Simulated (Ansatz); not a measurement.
HO4S, SMILES [O]S(=O)(=O)O, multiplicity 2.

The structure is a stationary point at TPSSh-D3(BJ)/def2-SVP. The isomer is the one that the SMILES or the coordinates give; other isomers of the formula were not compared. The values are those of a single conformer.

Two levels are set side by side: PBE/def2-SVPD (Ansatz, a program for electronic structure) and CAM-B3LYP/def2-SVPD (Ansatz). Energy differences of separate SCF runs at the same geometry; the states with an electron removed or added have multiplicity 3 and 1. Differences are taken from unrounded values.

```
quantity                         CAM-B3LYP    PBE  PBE minus CAM-B3LYP
-------------------------------  ---------  -----  -------------------
vertical ionisation energy (eV)      12.77  11.93                -0.84
vertical electron affinity (eV)       4.54   3.94                -0.60
```
